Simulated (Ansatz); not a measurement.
Isolated molecules relaxed with PBE0-D4/def2-TZVP in Ansatz; ΔE leaves out vibrations. CCSD(T)/CBS adds triple-zeta CCSD(T) − MP2 to the extrapolated MP2 energy (def2 sets, frozen cores). This one scheme is used for every species. Functionals use def2-TZVPP. B3LYP here is the variant with VWN-RPA as its local correlation; programs differ in this. For Ge outer-core shells are correlated without core-valence functions, which leaves a few kJ/mol of doubt a bond. Scalar relativity is left out up to krypton. Each species was taken in one conformer, which may not be the lowest.

Consider the ligand exchange at the Al–N bond: `[CH3][Al]([F])[NH][SiH3]` + `[OH][GeH3]` → `[CH3][Al]([F])[O][GeH3]` + `N[SiH3]`.

`[CH3][Al]([F])[NH][SiH3]`:

```xyz
12

C     1.705    1.227    0.114
Al    1.142   -0.613   -0.065
F     2.270   -1.818   -0.187
N    -0.546   -1.168   -0.113
Si   -2.020   -0.280   -0.020
H     2.311    1.360    1.015
H     2.329    1.525   -0.734
H     0.858    1.914    0.171
H    -0.666   -2.170   -0.207
H    -2.849   -0.677    1.153
H    -2.865   -0.457   -1.235
H    -1.669    1.158    0.110
```

`[OH][GeH3]`:

Z-matrix (Å, degrees):
```
Ge
O 1 1.783
H 1 1.531 2 104.3
H 1 1.541 2 109.9 3 119.6
H 1 1.541 2 109.9 3 -119.6
H 2 0.959 1 112.7 3 180.0
```

`[CH3][Al]([F])[O][GeH3]`:

```xyz
11

C     1.187    2.100    0.459
Al   -0.209    0.765    0.429
F    -1.655    1.091    1.163
O    -0.025   -0.726   -0.314
Ge   -0.776   -2.275   -0.704
H     2.087    1.755   -0.053
H     0.851    3.023   -0.022
H     1.454    2.360    1.487
H    -1.023   -3.047    0.603
H     0.211   -3.032   -1.607
H    -2.102   -2.016   -1.440
```

`N[SiH3]`:

Z-matrix (Å, degrees):
```
Si
N 1 1.720
H 1 1.486 2 107.9
H 1 1.494 2 116.0 3 -120.3
H 1 1.486 2 107.9 3 119.4
H 2 1.007 1 119.6 3 -168.6
H 2 1.007 1 119.6 3 49.2
```

```json
{"level": "PBE-D4", "ΔE (kcal/mol)": "-10.7", "difference from CCSD(T)/CBS": "1.3"}
{"level": "r2SCAN-D4", "ΔE (kcal/mol)": "-11.9", "difference from CCSD(T)/CBS": "0.1"}
{"level": "PBE0-D4", "ΔE (kcal/mol)": "-11.2", "difference from CCSD(T)/CBS": "0.8"}
{"level": "B3LYP-D4", "ΔE (kcal/mol)": "-12.5", "difference from CCSD(T)/CBS": "-0.5"}
{"level": "ωB97X-V", "ΔE (kcal/mol)": "-12.2", "difference from CCSD(T)/CBS": "-0.2"}
{"level": "ωB97M-V", "ΔE (kcal/mol)": "-12.0", "difference from CCSD(T)/CBS": "0.0"}
{"level": "B2PLYP", "ΔE (kcal/mol)": "-13.0", "difference from CCSD(T)/CBS": "-1.0"}
{"level": "PBE", "ΔE (kcal/mol)": "-11.1", "difference from CCSD(T)/CBS": "0.9"}
{"level": "r2SCAN", "ΔE (kcal/mol)": "-12.1", "difference from CCSD(T)/CBS": "-0.1"}
{"level": "PBE0", "ΔE (kcal/mol)": "-11.6", "difference from CCSD(T)/CBS": "0.4"}
{"level": "B3LYP", "ΔE (kcal/mol)": "-13.1", "difference from CCSD(T)/CBS": "-1.1"}
{"level": "HF/def2-TZVPP", "ΔE (kcal/mol)": "-15.0", "difference from CCSD(T)/CBS": "-3.0"}
{"level": "MP2/def2-TZVPP", "ΔE (kcal/mol)": "-12.4", "difference from CCSD(T)/CBS": "-0.4"}
{"level": "SCS-MP2/def2-TZVPP", "ΔE (kcal/mol)": "-12.9", "difference from CCSD(T)/CBS": "-0.9"}
{"level": "CCSD/def2-TZVPP", "ΔE (kcal/mol)": "-12.7", "difference from CCSD(T)/CBS": "-0.7"}
{"level": "CCSD(T)/def2-TZVPP", "ΔE (kcal/mol)": "-12.2", "difference from CCSD(T)/CBS": "-0.2"}
{"level": "HF/def2-QZVPP", "ΔE (kcal/mol)": "-15.1", "difference from CCSD(T)/CBS": "-3.1"}
{"level": "MP2/def2-QZVPP", "ΔE (kcal/mol)": "-12.3", "difference from CCSD(T)/CBS": "-0.3"}
{"level": "SCS-MP2/def2-QZVPP", "ΔE (kcal/mol)": "-12.8", "difference from CCSD(T)/CBS": "-0.8"}
{"level": "HF/CBS(def2)", "ΔE (kcal/mol)": "-15.1", "difference from CCSD(T)/CBS": "-3.1"}
{"level": "MP2/CBS(def2)", "ΔE (kcal/mol)": "-12.1", "difference from CCSD(T)/CBS": "-0.1"}
{"level": "CCSD/CBS(def2)", "ΔE (kcal/mol)": "-12.4", "difference from CCSD(T)/CBS": "-0.4"}
{"level": "CCSD(T)/CBS", "ΔE (kcal/mol)": "-12.0", "difference from CCSD(T)/CBS": "0"}
```

Largest T1 diagnostic among the species: 0.012.

In def2-TZVPP, CCSD(T) changes the Hartree–Fock value by +2.8 kcal/mol (the triples alone add +0.5 kcal/mol) and MP2 by +2.6 kcal/mol.
